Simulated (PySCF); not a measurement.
**Electron correlation in Ge (germanium, neutral)**

[Ar] 3d10 4s2 4p2, high-spin 3P determinant. All numbers are calculated (PySCF 2.14, the spin-free X2C one-electron Hamiltonian (Gaussian nucleus), in jorge-DZP-DKH (8s6p2d1f, 43 functions)). Frozen: [Ar] 3d10; 4 electrons correlated.

MP2 pair energies summed by pair of shells (mhartree):

| pair | energy | share (%) |
| --- | --- | --- |
| 4s-4s | -11.57 | 50.7 |
| 4s-4p | -10.16 | 44.6 |
| 4p-4p | -1.06 | 4.7 |

Total MP2 correlation energy: -22.79 mhartree.

Same-spin part -2.71 and opposite-spin part -20.08 mhartree; SCS-MP2 scales them by 1/3 and 6/5 to -25.00 mhartree.

```tsv
level	correlation energy (mhartree)
CCSD	-31.04
(T)	-0.22
CCSD(T)	-31.26
```

Diagnostics: T1 = 0.0046, D1 = 0.0109, largest double amplitude 0.103.

Cost of the coupled-cluster step: 0.29 s of wall time on 1 thread of Neoverse-V2 (shared host), for 4 correlated electrons.

Iterations:

```
CC2 = 0
CCSD nocc = (np.int64(3), np.int64(1)), nmo = (29, 29)
frozen orbitals [[0, 1, 2, 3, 4, 5, 6, 7, 8, 9, 10, 11, 12, 13], [0, 1, 2, 3, 4, 5, 6, 7, 8, 9, 10, 11, 12, 13]]
max_cycle = 100
direct = 0
conv_tol = 1e-08
conv_tol_normt = 1e-06
diis_space = 8
diis_start_cycle = 0
Init t2, MP2 energy = -0.0227905973523704
Init E_corr(UCCSD) = -0.0227905973558311
cycle = 1  E_corr(UCCSD) = -0.0283241448409192  dE = -0.00553354749  norm(t1,t2) = 0.0339026
cycle = 2  E_corr(UCCSD) = -0.0300244518792738  dE = -0.00170030704  norm(t1,t2) = 0.0133372
cycle = 3  E_corr(UCCSD) = -0.0310587431077837  dE = -0.00103429123  norm(t1,t2) = 0.00568914
cycle = 4  E_corr(UCCSD) = -0.0310374885949041  dE = 2.12545129e-05  norm(t1,t2) = 0.000484408
cycle = 5  E_corr(UCCSD) = -0.0310395677893499  dE = -2.07919445e-06  norm(t1,t2) = 5.14307e-05
cycle = 6  E_corr(UCCSD) = -0.031038708222062  dE = 8.59567288e-07  norm(t1,t2) = 1.11054e-05
cycle = 7  E_corr(UCCSD) = -0.0310390256329904  dE = -3.17410928e-07  norm(t1,t2) = 3.08317e-06
cycle = 8  E_corr(UCCSD) = -0.0310389530010845  dE = 7.26319059e-08  norm(t1,t2) = 4.12901e-07
cycle = 9  E_corr(UCCSD) = -0.0310389601528952  dE = -7.15181069e-09  norm(t1,t2) = 7.19176e-08
UCCSD converged
E(UCCSD) = -2096.963629948174  E_corr = -0.03103896015289519
UCCSD(T) correction = -0.000222807159180276
```
